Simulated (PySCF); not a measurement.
Vertical excitations of a molecule C3H8GeSi from PySCF with TDDFT-PBE/def2-SVPD, as energy in eV (oscillator strength): 5.09 (0.000), 5.60 (0.001), 5.68 (0.001), 5.75 (0.013), 6.04 (0.001), 6.17 (0.001), 6.24 (0.044), 6.40 (0.060), 6.45 (0.007), 6.48 (0.240). Lowest triplet (TDA): 4.21 eV. The structure is a stationary point at PBE0-D3(BJ)/def2-SVP. One conformer was computed; it need not be the lowest.

Problem. Pick the molecule that these values belong to.
A. C#C[SiH2][CH2][GeH3]
B. [SiH3][Ge@H]1[CH]=C[CH2]1
C. [GeH3][C@H]1C=C[SiH2]1
D. CC1=[CH][GeH2][SiH2]1

Solution. D, CC1=[CH][GeH2][SiH2]1
